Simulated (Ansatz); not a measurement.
(H3Ge)2O (Ge2OH6). Charge 0, multiplicity 1. Geometry r2SCAN-D4/def2-SVP.

Cartesian coordinates in Å:
```
Ge -1.010 -1.131 -0.515
H -2.265 -0.396 -0.007
H -1.258 -1.768 -1.886
H -0.563 -2.183 0.518
O 0.304 0.044 -0.767
Ge 1.044 1.136 0.429
H -0.021 2.119 0.951
H 1.611 0.307 1.597
H 2.158 1.872 -0.322
```

The 6-31G sets use Cartesian d functions. B3LYP takes the VWN-RPA correlation.

Question: Estimate the orbital energies around the gap (eV) in Ansatz with HF/6-31G, HF/def2-TZVP, PBE-D4/def2-SVP, B3LYP-D4/6-31G, ωB97M-V/def2-TZVP.

Answer: 
```tsv
orbital	HF/6-31G	HF/def2-TZVP	PBE-D4/def2-SVP	B3LYP-D4/6-31G	ωB97M-V/def2-TZVP
HOMO−9	-34.47	-34.56	-22.97	-25.59	-29.09
HOMO−8	-20.78	-20.63	-14.35	-15.96	-18.96
HOMO−7	-19.23	-19.02	-12.97	-14.59	-17.50
HOMO−6	-14.82	-14.90	-9.72	-10.81	-13.51
HOMO−5	-14.62	-14.84	-9.29	-10.51	-13.35
HOMO−4	-14.58	-14.78	-9.21	-10.50	-13.34
HOMO−3	-12.96	-12.91	-8.27	-9.53	-11.92
HOMO−2	-12.76	-12.80	-8.20	-9.38	-11.81
HOMO−1	-11.85	-12.13	-7.03	-7.92	-10.89
HOMO	-11.67	-11.86	-6.56	-7.58	-10.50
LUMO	2.81	2.95	-0.91	-0.43	1.56
LUMO+1	3.94	3.98	0.48	1.18	2.52
LUMO+2	4.51	4.42	0.82	1.34	3.15
LUMO+3	5.00	4.65	0.97	1.94	3.23
LUMO+4	5.29	4.78	1.18	2.05	3.48
LUMO+5	5.59	5.03	1.20	2.11	3.70
```
